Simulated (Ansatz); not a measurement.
Z-matrix (Å, degrees):
```
C
B 1 1.550
C 1 1.505 2 61.0
H 1 1.086 2 118.3 3 108.9
H 1 1.086 2 118.3 3 -108.9
Al 2 2.071 1 150.9 3 180.0
H 3 1.086 1 118.6 2 108.4
H 3 1.086 1 118.6 2 -108.4
H 6 1.592 2 120.6 1 -90.0
H 6 1.592 2 120.6 1 89.9
```

Total charge 0; spin multiplicity 1.

(1) List the CAM-B3LYP/def2-TZVPP orbital energies in eV (the Gaussian-basis code of Ansatz). (An estimate is asked.)

Results:

(1) The calculation gave: Occupied: -1526.11, -278.44, -278.44, -185.63, -114.18, -74.94, -74.71, -74.70, -23.85, -18.26, -15.01, -14.52, -13.45, -11.61, -11.28, -9.83, -8.63, -8.60. Lowest empty: -0.58, -0.55, 1.83, 2.34, 2.48, 2.71, 2.74, 3.99.
